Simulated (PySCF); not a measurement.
# Two probes of the same atoms: core binding energy and nuclear shielding

Species: 3,4-ethylenedioxythiophene, C6H6O2S.
Atom-mapped SMILES: `[cH:1]1[s:2][cH:3][c:4]2[c:5]1[O:6][CH2:7][CH2:8][O:9]2`

Binding energies: delta-SCF UKS SCAN, pcX-2 on the ionised atom, pcseg-1 elsewhere, spin-free X2C (PySCF 2.14.0). Shieldings: GIAO PBE0/pcSseg-1, non-relativistic, same geometry.

```tsv
atom	isotropic shielding (ppm)
C1	77.5
C4	38.6
C7	119.8
```

Task: What are the C 1s binding energies of these atoms?

Result: 
| atom | environment | C 1s (eV) | isotropic shielding (ppm) |
| --- | --- | --- | --- |
| C1 | aromatic CH next to a ring sulfur | 290.31 | 77.5 |
| C4 | aromatic carbon bearing oxygen | 291.80 | 38.6 |
| C7 | sp3 carbon bound to oxygen | 292.64 | 119.8 |

Task: Among the listed atoms, is the one with the highest binding energy also the least shielded?

Result: No. The highest binding energy is at C7 (292.64 eV, shielding 119.8 ppm), the lowest shielding at C4 (38.6 ppm, 291.80 eV).

By binding energy: C1 < C4 < C7. By shielding: C4 < C1 < C7.

Of atoms equivalent by bonding only the ionised one is listed; its partners' own values can differ in this conformer. Isolated species at its PBE0-D3(BJ)/def2-SVP geometry (one conformer only).
